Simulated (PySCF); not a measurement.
YOCl at several levels of theory

Computed with PySCF 2.14.0 (density fitting, no spin-orbit coupling) at the geometry relaxed with PBE0:

```xyz
3
YOCl (singlet)
Y     0.3750    0.0000   -0.4748
O     1.9105    0.0000    0.4714
Cl   -1.8062    0.0000    0.7421
```

```json
{"level": "PBE0", "basis": "Y def2-SVP with ECP28, O def2-SVP, Cl def2-SVP", "state": "singlet", "HOMO (eV)": "-7.02", "gap (eV)": "4.53", "charge on Y1 (e)": "0.76", "dipole about the centre of mass (D)": "7.25", "largest force component (eV/Å)": "0.03"}
{"level": "TPSS", "basis": "the same", "state": "singlet", "HOMO (eV)": "-5.60", "gap (eV)": "2.70", "charge on Y1 (e)": "0.71", "dipole about the centre of mass (D)": "6.97", "largest force component (eV/Å)": "0.78"}
{"level": "TPSSh", "basis": "the same", "state": "singlet", "HOMO (eV)": "-6.17", "gap (eV)": "3.48", "charge on Y1 (e)": "0.76", "dipole about the centre of mass (D)": "7.15", "largest force component (eV/Å)": "0.53"}
```

Charges are Mulliken's, which hang on the basis. The relaxation used the grid (50, 194), these runs (75, 302) or, all-electron (x2c bases, spin-free X2C Hamiltonian), (99, 590).

What does PBE0 with Y def2-TZVP with ECP28, O def2-TZVP, Cl def2-TZVP give here?

state singlet, HOMO (eV) -7.07, gap (eV) 4.55, charge on Y1 (e) 1.15, dipole about the centre of mass (D) 7.41, largest force component (eV/Å) 0.26. Time: 5 s on 2 threads of Intel(R) Xeon(R) Platinum 8259CL CPU @ 2.50GHz (Skylake/Cascade Lake), with other jobs on the host, from free ions and atoms.

In the first row's basis the gap widens with exact exchange: 2.7 eV for TPSS (none); 3.5 to 4.5 eV for TPSSh, PBE0 (a fixed share).
